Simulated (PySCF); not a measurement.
Compound: C6H6F3O (doublet state).
Numbering: `[CH2:1]=[CH:2]/[C:3]=[CH:4]\[CH2:5][O:6][C:7]([F:8])([F:9])[F:10]` (hydrogens: H11, H12 on C1; H13 on C2; H14 on C4; H15, H16 on C5)

Cartesian coordinates in Å at the GFN2-xTB level; atoms count from 1:
```xyz
16
C6H6F3O angstrom
C      2.8049   -0.3858   -1.1564
C      1.7629    0.4784   -0.9255
C      1.0502    0.5378    0.2146
C      0.3002    0.5600    1.2645
C     -0.9616   -0.2559    1.4532
O     -1.3807   -0.9331    0.2551
C     -2.1409   -0.2447   -0.5655
F     -3.3337    0.0986   -0.0291
F     -1.6170    0.9183   -0.9935
F     -2.4028   -0.9695   -1.6462
H      3.1120   -1.0966   -0.4109
H      3.3352   -0.3753   -2.0898
H      1.4865    1.1850   -1.7009
H      0.5333    1.1762    2.1273
H     -1.7733    0.3792    1.8258
H     -0.7828   -1.0636    2.1684
```

The hyperfine couplings belong to this conformer and change with its torsions.

Level of theory: PySCF 2.14.0, UKS B3LYP, pcH-1 on C F H O, non-relativistic, mean-field spin-orbit, GIAO. Isolated species at its GFN2-xTB geometry (one conformer only). The geometry wasn't refined by DFT: couplings that depend on bond lengths, twists or pyramidal angles can differ widely from those at the functional's own minimum. No stability test was run, so a lower SCF solution isn't excluded. ⟨S²⟩ is 0.777 where a pure state has 0.75.

Question: Predict the first-order ENDOR lines of C1, C5, C3, C2, C4, H14, H12, H11, H13 and H15/H16 under fast tumbling at B = 1216.0 mT (Q band).

Answer: ν± = |νn ± a/2|, one line for each electron-spin manifold; νn = |g_N| × 7.62259 MHz/T × B.

```json
{"nuclei": "C1", "isotope": "13C", "g_N": "1.4048", "νn (MHz)": "13.02", "a_iso (MHz)": "61.04", "lower line (MHz)": "17.50", "upper line (MHz)": "43.54"}
{"nuclei": "C5", "isotope": "13C", "g_N": "1.4048", "νn (MHz)": "13.02", "a_iso (MHz)": "59.41", "lower line (MHz)": "16.68", "upper line (MHz)": "42.73"}
{"nuclei": "C3", "isotope": "13C", "g_N": "1.4048", "νn (MHz)": "13.02", "a_iso (MHz)": "55.68", "lower line (MHz)": "14.82", "upper line (MHz)": "40.86"}
{"nuclei": "C2", "isotope": "13C", "g_N": "1.4048", "νn (MHz)": "13.02", "a_iso (MHz)": "-50.40", "lower line (MHz)": "12.18", "upper line (MHz)": "38.22"}
{"nuclei": "C4", "isotope": "13C", "g_N": "1.4048", "νn (MHz)": "13.02", "a_iso (MHz)": "-38.27", "lower line (MHz)": "6.11", "upper line (MHz)": "32.16"}
{"nuclei": "H14", "isotope": "1H", "g_N": "5.5857", "νn (MHz)": "51.77", "a_iso (MHz)": "101.39", "lower line (MHz)": "1.08", "upper line (MHz)": "102.47"}
{"nuclei": "H12", "isotope": "1H", "g_N": "5.5857", "νn (MHz)": "51.77", "a_iso (MHz)": "-43.88", "lower line (MHz)": "29.83", "upper line (MHz)": "73.72"}
{"nuclei": "H11", "isotope": "1H", "g_N": "5.5857", "νn (MHz)": "51.77", "a_iso (MHz)": "-42.47", "lower line (MHz)": "30.54", "upper line (MHz)": "73.01"}
{"nuclei": "H13", "isotope": "1H", "g_N": "5.5857", "νn (MHz)": "51.77", "a_iso (MHz)": "16.38", "lower line (MHz)": "43.58", "upper line (MHz)": "59.97"}
{"nuclei": "H15/H16", "isotope": "1H", "g_N": "5.5857", "νn (MHz)": "51.77", "a_iso (MHz)": "-6.02", "lower line (MHz)": "48.76", "upper line (MHz)": "54.78"}
```

The rows for 13C, of low natural abundance, apply to labelled samples.

Question: Which pairs are centred on the nuclear Larmor frequency, and which on half the coupling?

Answer: Centred on νn, since |a| < 2νn: H14, H12, H11, H13 and H15/H16. Centred on |a|/2 and split by 2νn: C1, C5, C3, C2 and C4.

Couplings of abundant isotopes left out: F8/F9/F10 (4.2 MHz).

Nuclei that the bonding pattern makes equivalent are averaged, as if the motion that swaps them (rotation, inversion, ring flip) were fast.

The Mulliken spin populations are largest on C1 (+0.71), C3 (+0.62), C2 (-0.26) and C4 (-0.11). The angles at C1 add up to 360.0°, so it is planar; its axial dipolar tensor and the negative couplings of its protons fit spin in a p orbital normal to that plane.

Time: 84 s wall (with the writing of density and orbital grids); peak memory 0.99 GiB. Hardware: one thread, AMD EPYC 7B13 (x86_64), no GPU (shared host).
